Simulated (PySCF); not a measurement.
Isomers of C5H14SSi2, one GFN2-xTB conformer each. Single-point energies are computed at PBE0/pcSseg-1 (PySCF, gas phase, no added dispersion term), electronic only.

| SMILES | GFN2-xTB relative energy (kcal/mol) |
| --- | --- |
| C/C=C\C[SiH2]SC[SiH3] | 1.0 |
| CC/C(=C/[SiH3])[SiH2]SC | 1.3 |
| CC/C(=C\[SiH3])[SiH2]SC | 0.0 |

Conformers: `[CH3:1]/[CH:2]=[CH:3]\[CH2:4][SiH2:5][S:6][CH2:7][SiH3:8]` with C2–C3–C4–Si5 -93°, C3–C4–Si5–S6 -173°, C4–Si5–S6–C7 -173°, Si5–S6–C7–Si8 -83°; `[CH3:1][CH2:2]/[C:3](=[CH:4]/[SiH3:5])[SiH2:6][S:7][CH3:8]` with C1–C2–C3–C4 -107°, C2–C3–Si6–S7 -112°, C3–Si6–S7–C8 -176°; `[CH3:1][CH2:2]/[C:3](=[CH:4]\[SiH3:5])[SiH2:6][S:7][CH3:8]` with C1–C2–C3–C4 -106°, C2–C3–Si6–S7 155°, C3–Si6–S7–C8 -59°.

Task: What does PBE0/pcSseg-1 give for the same structures?

Result: 
```csv
SMILES,PBE0/pcSseg-1 E (Eh),PBE0/pcSseg-1 (kcal/mol),GFN2-xTB (kcal/mol),point group
C/C=C\C[SiH2]SC[SiH3],-1175.43583,0.0,1.0,C1
CC/C(=C\[SiH3])[SiH2]SC,-1175.43567,0.1,0.0,C1
CC/C(=C/[SiH3])[SiH2]SC,-1175.43337,1.5,1.3,C1
```

GFN2-xTB puts CC/C(=C\[SiH3])[SiH2]SC lowest instead; measured from each level's own lowest isomer, the values differ by up to 1.0 kcal/mol (C/C=C\C[SiH2]SC[SiH3]: 1.0 against 0.0). Neighbours under 2.5 kcal/mol apart (C/C=C\C[SiH2]SC[SiH3] and CC/C(=C\[SiH3])[SiH2]SC; CC/C(=C\[SiH3])[SiH2]SC and CC/C(=C/[SiH3])[SiH2]SC) can change places with a better method, another conformer or zero-point energy. CC/C(=C\[SiH3])[SiH2]SC and CC/C(=C/[SiH3])[SiH2]SC are stereoisomers, 1.4 kcal/mol apart in the conformers taken.

Task: Which frontier levels, dipoles and rotational constants go with these structures?

Result: 
```
                 SMILES  HOMO (eV, PBE0/pcSseg-1)  LUMO (eV)  dipole (D)       A, B, C (MHz)
  C/C=C\C[SiH2]SC[SiH3]                     -6.64       0.05        1.19  2977, 411.7, 400.4
CC/C(=C\[SiH3])[SiH2]SC                     -6.81      -1.05        2.04  1440, 700.6, 523.9
CC/C(=C/[SiH3])[SiH2]SC                     -6.77      -0.97        1.46  1167, 886.7, 584.9
```

Task: As an exercise, what shares would exp(−E/RT) give at 1000 K from these electronic energies alone (no entropy, no degeneracies)?

Result: RT = 1.987 kcal/mol: C/C=C\C[SiH2]SC[SiH3] 41.5 %, CC/C(=C\[SiH3])[SiH2]SC 39.4 %, CC/C(=C/[SiH3])[SiH2]SC 19.1 %.
